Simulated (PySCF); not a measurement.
## As²⁺ (arsenic, charge +2) across methods

[Ar] 3d10 4s2 5s1, 2S determinant (an excited configuration). Computed with PySCF 2.14 in aug-cc-pwCVTZ-PP with ECP10MDF (8s7p6d4f1g, 96 functions), with a scalar-relativistic core potential. The B2PLYP total includes its PT2 part (frozen core); its orbital energies are those of the SCF part.

| method | E (hartree) | mean ε 4s α (eV) | mean ε 4s β (eV) | mean ε 5s α (eV) | Σ⟨r²⟩ (bohr²) | ⟨S²⟩ |
| --- | --- | --- | --- | --- | --- | --- |
| PBEsol | -330.5879 | -37.342 | -37.182 | -13.250 | 35.20 | 0.750 |
| PBE | -330.9279 | -37.304 | -37.127 | -13.279 | 35.31 | 0.750 |
| LDA | -330.4046 | -37.822 | -37.637 | -13.215 | 35.18 | 0.750 |
| wB97X-V | -330.8862 | -41.052 | -40.885 | -14.985 | 35.88 | 0.750 |
| PBE0 | -330.8795 | -38.562 | -38.329 | -13.741 | 35.55 | 0.750 |
| B2PLYP | -330.5301 | -39.815 | -39.554 | -13.959 | 35.99 | 0.750 |
| UHF | -329.73109 | -41.499 | -41.041 | -14.631 | 37.06 | 0.750 |
| M06-L | -330.9501 | -36.973 | -37.278 | -13.205 | 35.45 | 0.751 |

Problem. Estimate the same row for r2SCAN.

Solution. E (hartree) = -330.7681; mean ε 4s α (eV) = -37.488; mean ε 4s β (eV) = -37.669; mean ε 5s α (eV) = -13.284; Σ⟨r²⟩ (bohr²) = 35.36; ⟨S²⟩ = 0.750.

Energies and moments cover only the electrons outside the core potential. The outer electron is Rydberg-like, and this basis confines it to a smaller radius and binds it less than a complete one would.
